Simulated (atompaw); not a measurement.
# Lu (Z = 71) PAW (atompaw): all-electron and pseudo phase curves

atompaw 4.2.0.5 input, output lines left out:

```
Lu 71
LDA-PW scalarrelativistic loggrid 2001 logderivrange -7 5 301
6 6 5 4 0 0
6 0 1.5
6 1 0.5
5 2 1
0 0 0
c
c
c
c
v
v
c
c
c
v
v
c
c
v
v
3
3.00 2.90 2.70 2.80
n
n
y
0.25
n
y
0.25
n
custom polynom2 7 10 vanderbiltortho gaussian
4 1 troulliermartins
2.10
1.65
2.50
3.00
3.00
3.00
1.05
1.05
```

The phase is arctan(r·u′/u) with u = r·R(r), unwrapped; energies in Ry, scanned from -7 to 5 Ry. A pole is an energy at which the radial function vanishes at the test radius. The pseudo phase is shifted by a multiple of π to meet the all-electron one at the reference energy, and phase errors are pseudo minus all-electron; the curves can meet again beyond the range given. Levels narrower than the energy grid can be missing from the lists of poles.

```tsv
channel	radius (bohr)	reference energy (Ry)	poles, all-electron	poles, pseudo	unbroken range about the reference energy with phases within 0.05 rad	phase error 1 Ry above the reference energy (rad)
s	3.01	-0.39	-4.53, 1.46	-4.53, 1.45	below 3.4	-0.001
p	3.01	-0.13	-2.33, 2.76	-2.33, 2.14	below 0.5	-0.063
d	3.01	-0.18	0.37	0.37	below 2.0	+0.000
f	3.01	-0.78	-0.78, 3.13	-0.78, 3.19	below 4.5	+0.000
```

A Bessel basis up to 400 Ry misses an occupied level by 0.86 Ry, so cutoffs and ghosts were not judged.

Phases in the f channel:

```
E (Ry)  all-electron  pseudo
 -7.00         1.450   1.450
 -6.76         1.449   1.449
 -6.52         1.447   1.447
 -6.28         1.444   1.444
 -6.04         1.442   1.442
 -5.80         1.440   1.440
 -5.56         1.437   1.437
 -5.32         1.435   1.435
 -5.08         1.432   1.432
 -4.84         1.429   1.429
 -4.60         1.426   1.426
 -4.36         1.422   1.422
 -4.12         1.419   1.419
 -3.88         1.415   1.415
 -3.64         1.410   1.410
 -3.40         1.406   1.406
 -3.16         1.401   1.401
 -2.92         1.395   1.395
 -2.68         1.389   1.389
 -2.44         1.382   1.382
 -2.20         1.374   1.374
 -1.96         1.365   1.365
 -1.72         1.355   1.355
 -1.48         1.343   1.343
 -1.24         1.327   1.327
 -1.00         1.303   1.303
 -0.76        -1.663  -1.662
 -0.52        -1.844  -1.844
 -0.28        -1.878  -1.878
 -0.04        -1.915  -1.915
  0.20        -1.964  -1.964
  0.44        -2.033  -2.033
  0.68        -2.140  -2.140
  0.92        -2.325  -2.324
  1.16        -2.683  -2.681
  1.40        -3.322  -3.316
  1.64        -3.931  -3.925
  1.88        -4.263  -4.257
  2.12        -4.436  -4.431
  2.36        -4.540  -4.535
  2.60        -4.610  -4.604
  2.84        -4.662  -4.656
  3.08        -4.704  -4.696
  3.32        -4.741  -4.731
  3.56        -4.775  -4.763
  3.80        -4.810  -4.793
  4.04        -4.848  -4.825
  4.28        -4.894  -4.860
  4.52        -4.955  -4.902
  4.76        -5.045  -4.955
  5.00        -5.201  -5.028
```
